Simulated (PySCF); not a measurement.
**Telling isomers of C₁₁H₁₄ apart by NMR**

PySCF 2.14 calculation with shieldings: GIAO PBE0/pcSseg-1, geometry from PBE0-D3(BJ)/def2-SVP and couplings computed with B3LYP/pcJ-1 (spin–dipole term left out of most H,H and C,H couplings); one conformer, averaged over atoms made equivalent by symmetry, fast rotation or ring inversion, in vacuum, non-relativistic.

Shifts are taken against calculated references (same method and geometry level): ¹H and ¹³C against TMS. Multiplet labels drop J under 1 Hz and among equivalent protons, and merge close values. Unscaled 3J(H,H) run several per cent high. Shifts are as computed. Against solution values, carbons near 30 ppm lie about +2 ppm off and those near 130 ppm about +5 ppm (rms about the fit 1.9 ppm; single classes can miss by 10 ppm). Of 1328 compounds with measured shifts, 309 miss one by over three times the rms of a fit or turn the order of signals round; such compounds aren't used in these exercises. Signals without a measured value on file couldn't be tested in this way; 1H shifts scatter by 0.2 ppm about their fit, and single ones miss by 0.5 ppm. Across acyclic CH2–CH2 and CH–CH2 bonds, 3J(H,H) assumes equally populated rotamers.

(1) Tabulate the signals of `CCC/C=C\c1ccccc1`, `Cc1ccc2c(c1)CCCC2` and their relative energies.

(2) What is the quickest way to tell CCC/C=C\c1ccccc1 from Cc1ccc2c(c1)CCCC2?

## Answers

(1) 
```tsv
SMILES	carbon types	δC	δH	E rel. (kcal/mol)
CCC/C=C\c1ccccc1	1×C 7×CH 2×CH2 1×CH3	142.7, 141.9, 136.3, 135.0, 133.4, 132.0, 34.7, 27.4, 16.5	7.45 (m, 2H), 7.32 (m, 2H), 7.31 (m, 1H), 6.57 (dt, 1H), 5.77 (dt, 1H), 2.30 (qd, 2H), 1.28 (sext, 2H), 1.02 (t, 3H)	24.8
Cc1ccc2c(c1)CCCC2	3×C 3×CH 4×CH2 1×CH3	141.1, 139.8, 138.3, 135.1, 134.6, 131.8, 31.8, 31.6, 25.8, 25.8, 22.9	7.06 (m, 1H), 7.03 (m, 1H), 6.97 (q, 1H), 2.67 (m, 2H), 2.64 (m, 2H), 2.31 (s, 3H), 1.65 (m, 2H), 1.64 (m, 2H)	0.0
```

Energies are electronic energies at PBE0/pcSseg-1 on these geometries, without zero-point or thermal terms, each for the one conformer computed, which needn't be the lowest.

(2) Count the carbon signals: 9 against 11. The first has an alkene CH at 141.9 ppm, the second a methyl carbon on an aromatic ring (CH3) at 22.9 ppm. Their most deshielded carbons lie at 142.7 and 141.1 ppm.
